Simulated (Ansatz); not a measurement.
**Ligand exchange: C2HCl2F3 + Cd(CH3)F → C2HClF4 + Cd(CH3)Cl**

Gas-phase species: C2HCl2F3 (2,2-dichloro-1,1,1-trifluoroethane) `FC(F)(F)C(Cl)Cl`, singlet; Cd(CH3)F, singlet; C2HClF4 `FC(Cl)C(F)(F)F`, singlet; Cd(CH3)Cl, singlet. The partners trade Cl for F: C–Cl and Cd–F bonds give way to C–F and Cd–Cl.

Shapes, held fixed at every level: PBE0-D4/def2-TZVP. Programs: Ansatz 0.2.0. The zero-point and thermal change to 298 K, harmonic and unscaled (PBE0-D4/def2-TZVP), is +2.5 kJ/mol.

| level | kind | ΔH(298 K) (kJ/mol) | less CCSD(T)/def2-TZVPP |
| --- | --- | --- | --- |
| PBE-D4/def2-TZVPP | GGA | -63.9 | +9.2 |
| r2SCAN-D4/def2-TZVPP | meta-GGA | -73.3 | -0.2 |
| r2SCAN0-D4/def2-TZVPP | global hybrid | -81.8 | -8.7 |
| wB97X-V/def2-TZVPP | range-separated hybrid | -74.3 | -1.2 |
| B2PLYP/def2-TZVPP | double hybrid | -72.3 | +0.8 |
| MP2/def2-SVP | perturbation theory | -80.4 | -7.3 |
| CCSD/def2-TZVPP | coupled cluster or CI | -77.6 | -4.5 |
| CCSD(T)/def2-TZVPP | coupled cluster or CI | -73.1 | 0.0 |

The highest level, CCSD(T)/def2-TZVPP, gives ΔH(298 K) = -73.1 kJ/mol; the levels span -81.8 to -63.9. The column of differences is taken from that level and isn't an error. No measured value is set beside it here. For atoms past krypton def2 sets carry core potentials with scalar relativity. Outer-core shells of Cd are correlated, in sets that cover them unevenly.
